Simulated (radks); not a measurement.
The numbers below are computed, except where a source is named.
Numerical settings for neutral gold, [Xe] 4f14 5d10 6s1. Level of theory: scalar-relativistic Kohn-Sham, BLYP, spin-polarised, spherical densities, finite nucleus; open shells are filled with parallel spins first (spin-orbit coupling, left out, can overturn this in heavy ions); Fermi nuclear charge, rms radius 5.4371 fm (a radial shooting solver on a logarithmic mesh with Libxc functionals). The defaults (mesh step 0.008 in ln r, mesh end at 40 bohr or more with all orbitals vanishing there, Anderson mixing 0.5 over 9 steps, residual threshold near 1e-9 with the energy settled to 1e-9 hartree or 1e-11 of itself, here a cap of 64 iterations) give E = -19008.634 hartree and 6s at -6.002 eV in 16 iterations. Run on one thread of a shared host, so times are rough (Arm Neoverse N1): 0.4 s of CPU time, 0.4 s wall, 16 iterations on 2440 mesh points. Changes against that run (0 stands for a change within the tolerance of the run):

setting                    iterations  converged  E (mhartree)  e(6s) (meV)  CPU (s)
mesh step in ln r 0.08              4         no      diverged            -     0.04
mesh step in ln r 0.005            16        yes             0            0     0.62
mesh step in ln r 0.012            15        yes             0            0     0.27
mesh end (bohr) 8                  16        yes         +1.27        +75.5     0.37
mesh end (bohr) 2                  64         no     +1.38e+04    +1.24e+05      2.3
residual threshold 0.001           10        yes             0        -1.16     0.29
residual threshold 1e-16           64         no             0            0      0.8
mixing 2.5                         35        yes             0            0     0.78
linear mixing, mixing 1            64         no      +1.4e+06    +6.01e+03      4.6
linear mixing, mixing 0.5          30        yes             0            0     0.63
mixing history 3                   19        yes             0            0     0.43
iteration cap 8                     8         no      +0.00288        -5.82     0.22

Settings that end as converged yet miss the energy by more than 1 mhartree: mesh end (bohr) 8 (+0.00127 hartree). A mesh that ends early acts as a hard wall.
